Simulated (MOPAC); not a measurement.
MOPAC input (PM6):

```
PM6 1SCF UHF MS=0.5 GEO-OK AUX(PRECISION=9) THREADS=1
C3H10GeN

C     0.01204300 1    1.61571400 1    0.99947100 1
N    -0.28208300 1    0.44702600 1    0.32714300 1
Ge    1.10955500 1   -0.58234000 1   -0.34591600 1
C    -1.60792600 1   -0.13096400 1    0.51986600 1
C    -2.69340100 1    0.62247200 1   -0.24427700 1
H    -0.78609600 1    2.13794800 1    1.50530600 1
H     0.92229300 1    2.14096800 1    0.75220700 1
H     2.09213800 1    0.38282300 1   -1.02651800 1
H     0.47989700 1   -1.56316300 1   -1.34677500 1
H     1.83486400 1   -1.35416600 1    0.77853400 1
H    -1.84738000 1   -0.14705500 1    1.59055800 1
H    -1.58959400 1   -1.17074800 1    0.18751500 1
H    -2.73584100 1    1.66697400 1    0.06592400 1
H    -2.49439300 1    0.59660700 1   -1.31685800 1
H    -3.67135800 1    0.17218400 1   -0.06094800 1
```

Output:

```
 *******************************************************************************
 **                                                                           **
 **                              MOPAC v23.2.5                                **
 **                                                                           **
 *******************************************************************************
 ** MOPAC's Digital Object Identifier: https://doi.org/10.5281/zenodo.6511958 **
 **                                                                           **
 ** Please cite the open-source release paper for use of this MOPAC version:  **
 ** J. E. Moussa and J. J. P. Stewart (2026)                                  **
 ** MOPAC: An open-source semiempirical molecular orbital program             **
 ** J. Open Source Softw., 11(119), 8025, https://doi.org/10.21105/joss.08025 **
 *******************************************************************************

                              PM6 CALCULATION RESULTS

 *******************************************************************************
 *  PM6        - The PM6 Hamiltonian to be used
 *  GEO-OK     - OVERRIDE INTERATOMIC DISTANCE AND OTHER SAFETY CHECKS
 *  UHF        - UNRESTRICTED HARTREE-FOCK CALCULATION
 *  MS=        - IN MECI, MAGNETIC COMPONENT OF SPIN =  0.5
 *  1SCF       - DO 1 SCF AND THEN STOP
 *  AUX        - OUTPUT AUXILIARY INFORMATION
 *******************************************************************************
PM6 1SCF UHF MS=0.5 GEO-OK AUX(PRECISION=9) THREADS=1
 C3H10GeN

   ATOM   CHEMICAL          X               Y               Z
  NUMBER   SYMBOL      (ANGSTROMS)     (ANGSTROMS)     (ANGSTROMS)

     1       C          0.01204300  *   1.61571400  *   0.99947100  *
     2       N         -0.28208300  *   0.44702600  *   0.32714300  *
     3      Ge          1.10955500  *  -0.58234000  *  -0.34591600  *
     4       C         -1.60792600  *  -0.13096400  *   0.51986600  *
     5       C         -2.69340100  *   0.62247200  *  -0.24427700  *
     6       H         -0.78609600  *   2.13794800  *   1.50530600  *
     7       H          0.92229300  *   2.14096800  *   0.75220700  *
     8       H          2.09213800  *   0.38282300  *  -1.02651800  *
     9       H          0.47989700  *  -1.56316300  *  -1.34677500  *
    10       H          1.83486400  *  -1.35416600  *   0.77853400  *
    11       H         -1.84738000  *  -0.14705500  *   1.59055800  *
    12       H         -1.58959400  *  -1.17074800  *   0.18751500  *
    13       H         -2.73584100  *   1.66697400  *   0.06592400  *
    14       H         -2.49439300  *   0.59660700  *  -1.31685800  *
    15       H         -3.67135800  *   0.17218400  *  -0.06094800  *

          CARTESIAN COORDINATES

    NO.       ATOM           X           Y           Z

     1         C          0.0120      1.6157      0.9995
     2         N         -0.2821      0.4470      0.3271
     3        Ge          1.1096     -0.5823     -0.3459
     4         C         -1.6079     -0.1310      0.5199
     5         C         -2.6934      0.6225     -0.2443
     6         H         -0.7861      2.1379      1.5053
     7         H          0.9223      2.1410      0.7522
     8         H          2.0921      0.3828     -1.0265
     9         H          0.4799     -1.5632     -1.3468
    10         H          1.8349     -1.3542      0.7785
    11         H         -1.8474     -0.1471      1.5906
    12         H         -1.5896     -1.1707      0.1875
    13         H         -2.7358      1.6670      0.0659
    14         H         -2.4944      0.5966     -1.3169
    15         H         -3.6714      0.1722     -0.0609

 General Reference for PM6:
 "Optimization of Parameters for Semiempirical Methods V: Modification of NDDO Approximations
 and Application to 70 Elements", J. J. P. Stewart, J. Mol. Mod., 13, 1173-1213 (2007)
 URL: https://link.springer.com/article/10.1007/s00894-007-0233-4

           Empirical Formula: C3 H10 N Ge  =    15 atoms

      MOLECULAR POINT GROUP   :   C1

          UHF CALCULATION, NO. OF ALPHA ELECTRONS =   16
                           NO. OF BETA  ELECTRONS =   15

 -------------------------------------------------------------------------------
 PM6 1SCF UHF MS=0.5 GEO-OK AUX(PRECISION=9) THREADS=1
 C3H10GeN

     1SCF WAS SPECIFIED, SO BFGS WAS NOT USED
     SCF FIELD WAS ACHIEVED

                              PM6 CALCULATION
                                                       MOPAC v23.2.5 Linux

          FINAL HEAT OF FORMATION =         27.82532 KCAL/MOL =     116.42113 KJ/MOL

          COSMO AREA              =        145.64 SQUARE ANGSTROMS
          COSMO VOLUME            =        141.35 CUBIC ANGSTROMS

          IONIZATION POTENTIAL    =          7.085886 EV
          ALPHA SOMO LUMO (EV)    =         -7.086  0.486
          BETA  SOMO LUMO (EV)    =         -9.209  0.679
          NO. OF ALPHA ELECTRONS  =         16
          NO. OF BETA  ELECTRONS  =         15
          MOLECULAR WEIGHT        =        132.7087         POINT GROUP:  C1

          MOLECULAR DIMENSIONS (Angstroms)

            Atom       Atom       Distance
            H    15    H     8     5.84761
            H     9    H     6     4.57404
            H    14    H    10     3.47740

          SCF CALCULATIONS        =          1

   ATOM   CHEMICAL          X               Y               Z
  NUMBER   SYMBOL      (ANGSTROMS)     (ANGSTROMS)     (ANGSTROMS)

     1       C          0.01204300  *   1.61571400  *   0.99947100  *
     2       N         -0.28208300  *   0.44702600  *   0.32714300  *
     3      Ge          1.10955500  *  -0.58234000  *  -0.34591600  *
     4       C         -1.60792600  *  -0.13096400  *   0.51986600  *
     5       C         -2.69340100  *   0.62247200  *  -0.24427700  *
     6       H         -0.78609600  *   2.13794800  *   1.50530600  *
     7       H          0.92229300  *   2.14096800  *   0.75220700  *
     8       H          2.09213800  *   0.38282300  *  -1.02651800  *
     9       H          0.47989700  *  -1.56316300  *  -1.34677500  *
    10       H          1.83486400  *  -1.35416600  *   0.77853400  *
    11       H         -1.84738000  *  -0.14705500  *   1.59055800  *
    12       H         -1.58959400  *  -1.17074800  *   0.18751500  *
    13       H         -2.73584100  *   1.66697400  *   0.06592400  *
    14       H         -2.49439300  *   0.59660700  *  -1.31685800  *
    15       H         -3.67135800  *   0.17218400  *  -0.06094800  *

                             CARTESIAN COORDINATES

   1    C        0.012043000     1.615714000     0.999471000
   2    N       -0.282083000     0.447026000     0.327143000
   3   Ge        1.109555000    -0.582340000    -0.345916000
   4    C       -1.607926000    -0.130964000     0.519866000
   5    C       -2.693401000     0.622472000    -0.244277000
   6    H       -0.786096000     2.137948000     1.505306000
   7    H        0.922293000     2.140968000     0.752207000
   8    H        2.092138000     0.382823000    -1.026518000
   9    H        0.479897000    -1.563163000    -1.346775000
  10    H        1.834864000    -1.354166000     0.778534000
  11    H       -1.847380000    -0.147055000     1.590558000
  12    H       -1.589594000    -1.170748000     0.187515000
  13    H       -2.735841000     1.666974000     0.065924000
  14    H       -2.494393000     0.596607000    -1.316858000
  15    H       -3.671358000     0.172184000    -0.060948000

           Empirical Formula: C3 H10 N Ge  =    15 atoms

      MOLECULAR POINT GROUP   :   C1

          ALPHA EIGENVALUES
 -30.74004 -26.31820 -22.74043 -20.58434 -18.78655 -15.93980 -15.88622 -14.38612
 -13.78741 -13.15569 -12.24269 -12.05916 -11.69904 -11.45757 -10.55986  -7.08589
   0.48643   2.49961   2.52870   3.00930   4.12641   4.56571   5.38856   5.85117
   6.02764   6.16739   6.30533   6.87735   7.00407   7.04028

           BETA EIGENVALUES
 -30.37352 -26.20687 -22.59046 -20.38897 -18.62202 -15.83428 -15.73296 -14.16703
 -13.63408 -13.02019 -12.12613 -12.00058 -11.66301 -11.28391  -9.20938   0.67889
   1.99313   2.50216   2.78762   3.06511   4.24708   4.74292   5.45873   5.89503
   6.07757   6.18713   6.63535   6.91911   7.17616   7.23896

              NET ATOMIC CHARGES AND DIPOLE CONTRIBUTIONS

  ATOM NO.   TYPE          CHARGE      No. of ELECS.   s-Pop       p-Pop
    1          C          -0.414016        4.4140     1.12174     3.29227
    2          N          -0.289445        5.2894     1.49082     3.79862
    3         Ge           0.016949        3.9831     1.19085     2.79220
    4          C          -0.066256        4.0663     1.07513     2.99113
    5          C          -0.485477        4.4855     1.08588     3.39960
    6          H           0.151224        0.8488     0.84878
    7          H           0.151402        0.8486     0.84860
    8          H           0.086141        0.9139     0.91386
    9          H           0.073438        0.9266     0.92656
   10          H           0.067102        0.9329     0.93290
   11          H           0.122490        0.8775     0.87751
   12          H           0.119408        0.8806     0.88059
   13          H           0.160892        0.8391     0.83911
   14          H           0.158659        0.8413     0.84134
   15          H           0.147491        0.8525     0.85251
 DIPOLE           X         Y         Z       TOTAL
 POINT-CHG.     0.362    -1.904    -1.027     2.194
 HYBRID        -0.383     0.195     0.181     0.466
 SUM           -0.020    -1.709    -0.846     1.907

          ATOMIC ORBITAL ELECTRON POPULATIONS

     Atom    s        px        py        pz
    1  C   1.12174   1.14032   0.97778   1.17417
    2  N   1.49082   1.08881   1.19611   1.51371
    3 Ge   1.19085   0.87359   0.93762   0.98098
    4  C   1.07513   0.87135   1.03483   1.08495
    5  C   1.08588   1.09116   1.15486   1.15358
    6  H   0.84878
    7  H   0.84860
    8  H   0.91386
    9  H   0.92656
   10  H   0.93290
   11  H   0.87751
   12  H   0.88059
   13  H   0.83911
   14  H   0.84134
   15  H   0.85251

                    (SZ)    =    0.500000
                    (S**2)  =    0.755387

          ATOMIC ORBITAL SPIN POPULATIONS

    Atom   Total    s     px     py     pz
         Atomic
    1  C  0.7574  0.021  0.115  0.137  0.485
    2  N  0.2900  0.027  0.023  0.033  0.208
    3 Ge -0.0104 -0.000 -0.003 -0.003 -0.004
    4  C -0.0219 -0.002 -0.011 -0.004 -0.004
    5  C  0.0091  0.001  0.003  0.003  0.002
    6  H -0.0234 -0.023
    7  H -0.0222 -0.022
    8  H  0.0022  0.002
    9  H -0.0014 -0.001
   10  H  0.0133  0.013
   11  H  0.0088  0.009
   12  H  0.0003  0.000
   13  H -0.0004 -0.000
   14  H -0.0004 -0.000
   15  H -0.0011 -0.001

 **********************
 *                    *
 * JOB ENDED NORMALLY *
 *                    *
 **********************

 == MOPAC DONE ==
```

The geometry given is a B3LYP-D3(BJ)/def2-TZVP minimum.
